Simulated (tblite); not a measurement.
Species: C₄H₉FO₃Si.
Structure used (GFN2-xTB), in Å, numbered top down from 1:
```xyz
18
C4H9FO3Si angstrom
O      2.6236   -1.5145   -0.4532
C      1.6169   -0.7565   -1.0739
C      0.9554    0.2246   -0.1048
O      0.3210   -0.5433    0.9540
C     -1.0312   -0.6841    0.8948
F     -1.4097   -1.2121   -0.3353
C     -1.8363    0.6001    1.1013
O     -1.4454    1.6218    0.2373
Si    -0.2918    1.4450   -0.8967
H      2.2497   -1.8770    0.3595
H      0.8516   -1.4159   -1.5061
H      2.0979   -0.1996   -1.8806
H      1.7531    0.7649    0.4168
H     -1.3092   -1.4316    1.6511
H     -2.8961    0.3767    0.9373
H     -1.6907    0.9391    2.1323
H      0.2456    2.7917   -0.9803
H     -0.8131    0.8771   -2.1384
```

All values are computed: GFN2-xTB (tblite) harmonic vibrations without scaling, gas phase. Against measured fundamentals such values can be off by several per cent, at times by over 20. Modes of hydrogen on silicon can be 10 to 20 % off. One conformer, not necessarily the lowest.

Harmonic wavenumbers (cm⁻¹): 62.1, 96.3, 125.5, 140.1, 189.5, 278.6, 331.1, 359.4, 376.7, 413.6, 425.9, 519.0, 565.3, 594.0, 708.3, 728.7, 772.1, 793.7, 800.7, 856.7, 906.1, 926.5, 994.6, 1019.0, 1051.0, 1079.0, 1119.2, 1164.5, 1176.5, 1202.6, 1208.3, 1259.8, 1272.1, 1308.4, 1313.6, 1321.5, 1349.7, 1450.3, 1470.4, 2286.1, 2370.4, 2892.1, 2922.2, 2923.0, 2931.8, 2946.8, 2986.3, 3523.8.

A = 2209, B = 1137, C = 916.3 MHz; mass 152.030 u (most abundant isotopes); point group C1, symmetry number 1.

Zero-point energy?

½Σν̃ = 28756 cm⁻¹ = 344.00 kJ/mol.

What is S at 298.15 K and 1 bar for an ideal gas of classical rigid rotors and harmonic oscillators?

Translation 171.51, rotation 122.70, vibration 111.75: S = 406.0 J/(mol K).

And Cp and H(298.15 K) − H(0)?

Cp = 162.51 J/(mol K), of which vibrations give 129.25 (their classical limit is 48 R = 399.1); H(298.15 K) − H(0) = 28.42 kJ/mol without the zero-point energy, 18.51 from vibrations.

How do the functions run with temperature in this model?

```csv
T (K),S (J/(mol K)),Cp (J/(mol K)),H − H(0) (kJ/mol),G − H(0) (kJ/mol),ln q(vib)
150,320.1,95.6,9.34,-38.67,2.37
250,379.3,140.5,21.12,-73.71,4.78
400,459.9,205.6,47.22,-136.74,8.55
600,556.1,268.6,95.11,-238.56,13.64
900,676.8,325.2,185.00,-424.16,20.88
```

q(vib) and H(0) count from the zero-point level.

What must be added to the electronic energy to get the Gibbs energy at 298.15 K and 1 bar?

ZPE + [H(298.15 K) − H(0)] − T·S = 344.00 + 28.42 − 121.04 = 251.38 kJ/mol.

Blend soft modes into free rotors: weight 1/[1 + (100 cm⁻¹/ν̃)⁴] for the oscillator and the rest for a rotor with moment μB/(μ + B), μ = h/(8π²ν), B = 10⁻⁴⁴ kg m². What vibrational entropy results?

105.83 J/(mol K) in place of 111.75, which changes −T·S at 298.15 K by +1.77 kJ/mol.

Which modes carry the vibrational entropy at 298.15 K?

62.1 cm⁻¹: 18.36; 96.3 cm⁻¹: 14.76; 125.5 cm⁻¹: 12.61; 140.1 cm⁻¹: 11.73; 189.5 cm⁻¹: 9.34; 278.6 cm⁻¹: 6.45 J/(mol K); the other 42 give 38.50 together.

Hindered rotation and anharmonicity are outside this model. Other conformers, if any are populated, would add a mixing term that is left out. The structure is chiral; the term R ln 2 for an equal mix with its mirror image is left out.

Time: 0.78 s of wall time. Hardware: one thread, Arm Neoverse V1 (aarch64), no GPU, on a shared host. This covers the Hessian and the dipole derivatives.
